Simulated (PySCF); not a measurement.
**UHF on Al⁺ (aluminium, charge +1)**

Configuration: [Ne] 3p2, high-spin 3P determinant (an excited configuration). All numbers are calculated (PySCF 2.14, the non-relativistic Hamiltonian (point nucleus), in dyall-av3z (19s12p3d2f, 84 functions)).

```
Total energy                                                  : -241.284258 hartree
One-electron energy                                           : -331.1708 hartree
Hartree (Coulomb) energy                                      : 107.7437 hartree
Exchange energy                                               : -17.8572 hartree
Kinetic energy                                                : 241.28386 hartree
⟨S²⟩                                                          : 2.0000
⟨L²⟩                                                          : 2.000
Sum of ⟨r⟩                                                    : 10.77 bohr
Sum of ⟨r²⟩                                                   : 22.42 bohr²
Traceless quadrupole moment −½Σ⟨3z² − r²⟩ along its main axis : 3.75 e·bohr²
Density at the nucleus (Gaussians lack the cusp)              : 1390 bohr⁻³
Spin density at the nucleus                                   : -0.0193 bohr⁻³
Langevin diamagnetic susceptibility                           : -17.8 ×10⁻⁶ cm³/mol
```

```json
{"shell": "1s α", "electrons": "1", "mean orbital energy (eV)": "-1603.8", "spread (eV)": "0", "rms radius, mean of both spins (bohr)": "0.140"}
{"shell": "1s β", "electrons": "1", "mean orbital energy (eV)": "-1603.5", "spread (eV)": "0", "rms radius, mean of both spins (bohr)": "0.140"}
{"shell": "2s α", "electrons": "1", "mean orbital energy (eV)": "-145.05", "spread (eV)": "0", "rms radius, mean of both spins (bohr)": "0.679"}
{"shell": "2s β", "electrons": "1", "mean orbital energy (eV)": "-144.73", "spread (eV)": "0", "rms radius, mean of both spins (bohr)": "0.679"}
{"shell": "2p α", "electrons": "3", "mean orbital energy (eV)": "-99.541", "spread (eV)": "0.321", "rms radius, mean of both spins (bohr)": "0.671"}
{"shell": "2p β", "electrons": "3", "mean orbital energy (eV)": "-98.948", "spread (eV)": "0.360", "rms radius, mean of both spins (bohr)": "0.671"}
{"shell": "3p α", "electrons": "2", "mean orbital energy (eV)": "-13.616", "spread (eV)": "0", "rms radius, mean of both spins (bohr)": "3.06"}
```

Spin-orbit constants ζ (cm⁻¹) from the X2C one-electron operator on these orbitals (non-relativistic here): bare nucleus, nucleus screened by l(l+1)(2l+1)/3 electrons, and screened by the Breit-Pauli mean field of the electrons.

```json
{"shell": "2p", "bare": "2662", "screened nucleus": "2253", "mean field": "2068"}
{"shell": "3p", "bare": "125.9", "screened nucleus": "106.6", "mean field": "96.19"}
```

To first order the Landé constant is A = 48.09 cm⁻¹, so the lowest level has J = 0 and lies 0.0119 eV below the centre of the term. This holds in LS coupling only.
